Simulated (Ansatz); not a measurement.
Steps of a relaxation of `C[N](C)[Zr]([F])([F])[Cl]` with RKS PBE0-D4/def2-TZVP.

```sh
$ ansatz run in.yaml --threads 2 --pin off --events-out ev --progress --plain --max-ram 32768MiB --backend cuda --devices 0, --max-vram 18GiB
```

```yaml
crystal:
  periodic: [false, false, false]
  atoms:
    - {symbol: C, position_ang: [0.330040, 0.486530, 1.369670]}
    - {symbol: N, position_ang: [0.686320, 0.050910, 0.011660]}
    - {symbol: C, position_ang: [0.481950, -1.394440, -0.127890]}
    - {symbol: Zr, position_ang: [-0.634170, 0.980980, -1.156400]}
    - {symbol: F, position_ang: [-0.342610, 2.803340, -0.920380]}
    - {symbol: F, position_ang: [-2.277550, 0.329630, -0.572020]}
    - {symbol: Cl, position_ang: [-0.292100, 0.259780, -3.286130]}
    - {symbol: H, position_ang: [-0.712370, 0.197220, 1.633790]}
    - {symbol: H, position_ang: [1.005960, 0.027990, 2.106240]}
    - {symbol: H, position_ang: [0.441170, 1.579790, 1.432730]}
    - {symbol: H, position_ang: [1.147520, -1.938430, 0.558070]}
    - {symbol: H, position_ang: [-0.566040, -1.689400, 0.107130]}
    - {symbol: H, position_ang: [0.731900, -1.693870, -1.156450]}
basis:
  gaussian: {orbitals: def2-TZVP}
hamiltonian: {xc: pbe0, dispersion: d4}
relax: {f_tol: 0.005, max_steps: 150}
```

Positions (Å) and forces (eV/Å) along the path, 12 of 33 steps:

```xyz
13
step=1 energy=-22896.4363 eV
C     0.330    0.487    1.370    0.161    0.018   -0.200
N     0.686    0.051    0.012   -0.418   -0.625    0.694
C     0.482   -1.394   -0.128    0.174    0.090   -0.070
Zr   -0.634    0.981   -1.156    0.759   -0.021   -0.017
F    -0.343    2.803   -0.920    0.072    1.465    0.211
F    -2.278    0.330   -0.572   -1.371   -0.391    0.538
Cl   -0.292    0.260   -3.286    0.239   -0.430   -1.505
H    -0.712    0.197    1.634    0.360    0.122    0.107
H     1.006    0.028    2.106   -0.117    0.142   -0.037
H     0.441    1.580    1.433   -0.045   -0.216    0.190
H     1.148   -1.938    0.558   -0.099   -0.008   -0.110
H    -0.566   -1.689    0.107    0.390   -0.065   -0.088
H     0.732   -1.694   -1.156   -0.104   -0.083    0.286
13
step=2 energy=-22896.7194 eV
C     0.335    0.472    1.406    0.000   -0.173   -0.163
N     0.583    0.024    0.027   -0.889   -0.152    0.201
C     0.488   -1.436   -0.098   -0.037    0.209    0.063
Zr   -0.646    1.030   -1.237    0.499   -0.323   -0.166
F    -0.376    2.892   -0.958   -0.065    0.007    0.055
F    -2.348    0.430   -0.626   -0.015    0.111   -0.037
Cl   -0.268    0.304   -3.472   -0.033    0.085    0.271
H    -0.674    0.181    1.771    0.298    0.080   -0.098
H     1.064    0.033    2.100    0.016    0.056   -0.101
H     0.436    1.561    1.476   -0.023   -0.068    0.017
H     1.198   -1.935    0.576    0.004    0.086   -0.065
H    -0.524   -1.816    0.155    0.266    0.085   -0.038
H     0.732   -1.741   -1.120   -0.022   -0.003    0.061
13
step=3 energy=-22896.8251 eV
C     0.327    0.451    1.438    0.047   -0.284   -0.123
N     0.429   -0.002    0.042   -0.560   -0.182    0.282
C     0.471   -1.465   -0.068   -0.029    0.204    0.217
Zr   -0.639    1.064   -1.313    0.129   -0.317    0.447
F    -0.370    2.924   -0.972   -0.028   -0.204   -0.024
F    -2.403    0.557   -0.763    0.188    0.180   -0.214
Cl   -0.214    0.340   -3.535   -0.001    0.042    0.198
H    -0.613    0.110    1.927    0.373    0.121   -0.258
H     1.168    0.066    2.045   -0.195    0.112   -0.270
H     0.371    1.544    1.486   -0.050   -0.055    0.013
H     1.287   -1.885    0.549   -0.174    0.186   -0.195
H    -0.474   -1.943    0.269    0.335    0.223   -0.101
H     0.660   -1.758   -1.105   -0.034   -0.026    0.027
13
step=4 energy=-22896.9047 eV
C     0.331    0.438    1.451    0.064   -0.195   -0.201
N     0.354   -0.025    0.063   -0.288   -0.167    0.250
C     0.470   -1.476   -0.055    0.011    0.219    0.132
Zr   -0.652    1.059   -1.300   -0.243   -0.086    0.103
F    -0.353    2.914   -0.970    0.015   -0.135    0.024
F    -2.489    0.660   -0.904    0.356    0.114   -0.100
Cl   -0.183    0.341   -3.507    0.048    0.002    0.108
H    -0.562    0.074    1.987    0.152    0.040   -0.062
H     1.219    0.085    2.000   -0.103    0.073   -0.143
H     0.338    1.532    1.490   -0.029   -0.016    0.020
H     1.334   -1.848    0.519   -0.093    0.102   -0.119
H    -0.428   -1.991    0.326    0.146    0.066   -0.032
H     0.621   -1.763   -1.099   -0.034   -0.018    0.019
13
step=12 energy=-22897.0566 eV
C     0.486    0.445    1.468    0.018   -0.085   -0.079
N     0.053   -0.035    0.170    0.038    0.033    0.181
C     0.212   -1.464    0.001    0.035   -0.047   -0.038
Zr   -0.725    1.038   -1.318   -0.155   -0.033   -0.088
F    -0.665    2.865   -0.783   -0.019   -0.089   -0.017
F    -2.520    0.416   -1.601    0.258    0.064    0.020
Cl    0.577    0.577   -3.248   -0.066    0.027    0.076
H    -0.079   -0.042    2.277    0.044    0.032   -0.064
H     1.554    0.238    1.631   -0.094    0.017   -0.015
H     0.334    1.524    1.554    0.013   -0.014   -0.009
H     1.273   -1.753    0.075   -0.161    0.022   -0.007
H    -0.356   -2.021    0.761    0.055    0.037   -0.085
H    -0.143   -1.789   -0.988    0.034    0.036    0.125
13
step=17 energy=-22897.0770 eV
C     0.593    0.454    1.453   -0.001    0.007    0.002
N     0.040   -0.009    0.204   -0.002   -0.022   -0.007
C     0.093   -1.445    0.031   -0.005   -0.006    0.019
Zr   -0.735    1.010   -1.321   -0.024    0.019   -0.009
F    -0.953    2.811   -0.745    0.005   -0.005   -0.008
F    -2.368    0.146   -1.806    0.017    0.003    0.004
Cl    0.785    0.812   -3.126    0.002    0.009    0.003
H     0.059    0.019    2.307    0.005    0.002   -0.003
H     1.652    0.178    1.544   -0.002    0.000   -0.002
H     0.520    1.541    1.528    0.001   -0.005    0.000
H     1.127   -1.811    0.052   -0.001    0.003   -0.002
H    -0.476   -1.963    0.813    0.005   -0.002    0.000
H    -0.336   -1.743   -0.934    0.001   -0.003    0.002
13
step=20 energy=-22897.0795 eV
C     0.625    0.462    1.385   -0.020   -0.027   -0.018
N     0.012   -0.050    0.180    0.006   -0.021    0.039
C     0.045   -1.494    0.082   -0.026    0.018    0.006
Zr   -0.745    1.022   -1.320   -0.002   -0.005   -0.012
F    -1.053    2.780   -0.655   -0.004   -0.025   -0.008
F    -2.304    0.107   -1.935    0.052    0.026    0.006
Cl    0.890    1.040   -3.036   -0.036   -0.004    0.020
H     0.121    0.073    2.280    0.012    0.011   -0.024
H     1.683    0.173    1.443   -0.004    0.005    0.004
H     0.570    1.553    1.418   -0.002   -0.003   -0.003
H     1.077   -1.866    0.089   -0.002   -0.007   -0.004
H    -0.496   -1.963    0.915    0.020    0.021   -0.030
H    -0.424   -1.838   -0.847    0.006    0.012    0.024
13
step=21 energy=-22897.0800 eV
C     0.628    0.462    1.382   -0.018   -0.019   -0.017
N     0.013   -0.053    0.179    0.009   -0.015    0.029
C     0.041   -1.497    0.086   -0.015    0.017    0.001
Zr   -0.742    1.024   -1.318   -0.009   -0.009   -0.015
F    -1.064    2.777   -0.647    0.000   -0.012   -0.004
F    -2.291    0.103   -1.947    0.028    0.015    0.005
Cl    0.891    1.056   -3.035   -0.017    0.000    0.015
H     0.123    0.077    2.278    0.008    0.006   -0.011
H     1.685    0.173    1.440   -0.001    0.002    0.002
H     0.574    1.553    1.411    0.000   -0.004   -0.002
H     1.072   -1.873    0.087   -0.004   -0.003    0.000
H    -0.496   -1.961    0.924    0.013    0.013   -0.019
H    -0.435   -1.842   -0.839    0.005    0.008    0.018
13
step=26 energy=-22897.0807 eV
C     0.662    0.464    1.336    0.003   -0.001    0.005
N    -0.001   -0.075    0.170    0.003    0.000    0.000
C    -0.003   -1.520    0.121   -0.004   -0.012    0.005
Zr   -0.743    1.024   -1.318   -0.013    0.006   -0.005
F    -1.175    2.733   -0.597    0.001   -0.006   -0.002
F    -2.212    0.056   -2.055    0.010    0.006    0.004
Cl    0.966    1.228   -2.944   -0.001    0.000    0.001
H     0.179    0.118    2.259    0.003    0.003   -0.006
H     1.715    0.159    1.370   -0.004    0.001    0.000
H     0.629    1.557    1.334   -0.001   -0.001    0.000
H     1.020   -1.917    0.093   -0.001    0.001    0.001
H    -0.509   -1.944    0.998    0.002    0.002   -0.004
H    -0.527   -1.882   -0.768    0.003    0.002    0.002
13
step=28 energy=-22897.0808 eV
C     0.673    0.465    1.319   -0.001   -0.001   -0.001
N    -0.002   -0.083    0.164   -0.005   -0.010   -0.005
C    -0.016   -1.529    0.134    0.000    0.012    0.003
Zr   -0.745    1.024   -1.319    0.009    0.001    0.010
F    -1.210    2.717   -0.579    0.000   -0.004   -0.002
F    -2.189    0.045   -2.084    0.003    0.002   -0.003
Cl    0.984    1.287   -2.916   -0.008   -0.002    0.002
H     0.195    0.134    2.250    0.000    0.001   -0.001
H     1.725    0.152    1.348    0.000    0.001    0.000
H     0.648    1.558    1.305    0.000    0.001    0.000
H     1.004   -1.934    0.111    0.002   -0.001   -0.001
H    -0.525   -1.938    1.016    0.001    0.001    0.000
H    -0.542   -1.898   -0.751   -0.002   -0.001   -0.002
13
step=29 energy=-22897.0808 eV
C     0.675    0.465    1.316   -0.002   -0.001    0.000
N    -0.002   -0.085    0.163    0.000   -0.012   -0.002
C    -0.018   -1.531    0.137    0.001    0.011    0.003
Zr   -0.744    1.025   -1.318   -0.002    0.003   -0.004
F    -1.216    2.715   -0.574    0.003   -0.006   -0.003
F    -2.183    0.044   -2.092    0.005    0.004    0.004
Cl    0.985    1.297   -2.914   -0.005   -0.001    0.006
H     0.197    0.137    2.248    0.001    0.001   -0.002
H     1.726    0.151    1.345    0.000    0.001    0.000
H     0.651    1.558    1.300    0.000   -0.001    0.000
H     1.001   -1.937    0.114    0.000   -0.001    0.000
H    -0.526   -1.937    1.020    0.002    0.001   -0.002
H    -0.546   -1.901   -0.747   -0.001    0.000    0.000
13
step=33 energy=-22897.0808 eV
C     0.676    0.465    1.310    0.000    0.000    0.000
N    -0.004   -0.089    0.161    0.001    0.001    0.000
C    -0.021   -1.535    0.141    0.000    0.000   -0.001
Zr   -0.744    1.026   -1.317   -0.001    0.001    0.000
F    -1.223    2.711   -0.568    0.000   -0.001    0.000
F    -2.177    0.045   -2.100    0.000    0.000    0.000
Cl    0.992    1.313   -2.903    0.000    0.000    0.000
H     0.200    0.143    2.245    0.000    0.000    0.000
H     1.727    0.150    1.338    0.000    0.000    0.000
H     0.654    1.558    1.288    0.000    0.000    0.000
H     0.998   -1.942    0.115    0.000    0.000    0.000
H    -0.525   -1.937    1.028    0.000    0.000    0.000
H    -0.553   -1.908   -0.739    0.000    0.000    0.000
```

Hardware: 2 threads of an AMD EPYC 7R13 on a shared host and a share of an NVIDIA H100 80 GB. Wall time 14 min, peak host memory 0.93 GiB.
